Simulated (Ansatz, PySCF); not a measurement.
System: BF₄ (anion, charge -1), singlet: flattening of a tetrahedron along the D2d path, bond length relaxed. Scanned: the two opposite F-B-F angles (109.47 = tetrahedral, 180 = square planar). Other coordinates (B-F bond length) were minimised at B3LYP/def2-TZVP.

Methods: RKS-PBE/def2-TZVP = restricted PBE/def2-TZVP in Ansatz (an electronic-structure program); CAM-B3LYP/def2-TZVP, density fitting (PySCF); M06-2X/def2-TZVP, density fitting (PySCF).

Energies relative to the lowest point of each profile, in kJ/mol; the last columns give the difference from M06-2X:

| a / ° | RKS-PBE/def2-TZVP | CAM-B3LYP | M06-2X | RKS-PBE/def2-TZVP − M06-2X | CAM-B3LYP − M06-2X |
|---|---|---|---|---|---|
| 90 | 110.6 | 118.7 | 120.8 | -10.2 | -2.1 |
| 95 | 57.1 | 61.4 | 62.3 | -5.2 | -0.9 |
| 100 | 22.9 | 24.7 | 25.0 | -2.1 | -0.3 |
| 105 | 4.8 | 5.2 | 5.2 | -0.3 | 0.0 |
| 109.47 | 0.0 | 0.0 | 0.0 | 0.0 | 0.0 |
| 115 | 6.5 | 7.0 | 7.1 | -0.6 | -0.1 |
| 120 | 22.1 | 23.9 | 24.2 | -2.1 | -0.3 |
| 130 | 74.4 | 80.0 | 81.2 | -6.9 | -1.2 |
| 140 | 143.9 | 154.8 | 157.7 | -13.8 | -3.0 |
| 150 | 218.0 | 234.8 | 239.8 | -21.8 | -5.0 |
| 160 | 283.6 | 306.6 | 313.6 | -29.9 | -6.9 |
| 170 | 329.0 | 356.6 | 365.1 | -36.1 | -8.6 |
| 180 | 345.3 | 374.6 | 383.7 | -38.4 | -9.1 |

RKS-PBE/def2-TZVP is furthest from M06-2X at 180 (-38.4 kJ/mol, below); its mean absolute difference over the points is 12.9 kJ/mol.

CAM-B3LYP is furthest from M06-2X at 180 (-9.1 kJ/mol, below); its mean absolute difference over the points is 2.9 kJ/mol.
